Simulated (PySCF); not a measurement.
Compound: C3H12Si2.
Cartesian coordinates in Å at the PBE0-D3(BJ)/def2-SVP level; atoms count from 1:
```xyz
17
C3H12Si2 angstrom
C     -2.9430    0.5674   -0.2161
Si    -1.4687   -0.3866    0.4562
C      0.1709    0.4080   -0.0454
C      1.4021   -0.3356    0.4887
Si     3.0377    0.4647   -0.0081
H     -3.8891    0.1011    0.0990
H     -2.9274    0.5930   -1.3167
H     -2.9390    1.6060    0.1499
H     -1.5382   -0.4478    1.9528
H     -1.4966   -1.7976   -0.0503
H      0.1659    1.4550    0.3075
H      0.2002    0.4667   -1.1483
H      1.4104   -1.3809    0.1327
H      1.3725   -0.3972    1.5908
H      3.1648    0.4963   -1.4994
H      3.0924    1.8744    0.4926
H      4.2039   -0.2865    0.5538
```

Jobs on this species (17 atoms, 58 electrons) with PySCF (density fitting). Hardware of each: one thread, Arm Neoverse V1 (shared host). Other jobs ran on the host; a repeat could differ by tens of per cent or more.

```tsv
level and settings	work	basis functions	SCF cycles	wall time
PBE0/6-31G*	10 singlets by full TDDFT, 4 Tamm–Dancoff triplets, polarisability	102	?	?
wB97X-D/def2-SVPD	10 singlets by full TDDFT, 4 Tamm–Dancoff triplets, polarisability, ΔSCF ions	204	?	?
PBE0/def2-TZVP	10 singlets by full TDDFT, 4 Tamm–Dancoff triplets, polarisability	239	12	37 s
HF/def2-SVPD	10 singlets by TDHF, 4 Tamm–Dancoff triplets, polarisability, ΔSCF ions	204	9	19 s
PBE/def2-SVPD	10 singlets by full TDDFT, 4 Tamm–Dancoff triplets, polarisability, ΔSCF ions	204	13	2.7 min
LC-wPBE/def2-SVPD	10 singlets by full TDDFT, 4 Tamm–Dancoff triplets, polarisability, ΔSCF ions	204	12	82 s
LDA/def2-SVPD	10 singlets by full TDDFT, 4 Tamm–Dancoff triplets, polarisability, ΔSCF ions	204	13	90 s
PBE0-D3(BJ)/def2-SVP, grid level 1	geometry optimisation from a GFN2-xTB start	138	29	35 s
B3LYP/def2-SVPD	10 singlets by full TDDFT, 4 Tamm–Dancoff triplets, polarisability, ΔSCF ions	204	12	79 s
```

**Question.** Fill in the missing figures.

**Answer.** 
- PBE0/6-31G*; 10 singlets by full TDDFT, 4 Tamm–Dancoff triplets, polarisability: 12 s, 12 SCF cycles
- wB97X-D/def2-SVPD; 10 singlets by full TDDFT, 4 Tamm–Dancoff triplets, polarisability, ΔSCF ions: 61 s, 12 SCF cycles

**Question.** What do all jobs in the table cost together?

**Answer.** About 9.6 min; the longest takes about 28 % of that, and about 14 times as long as the shortest.
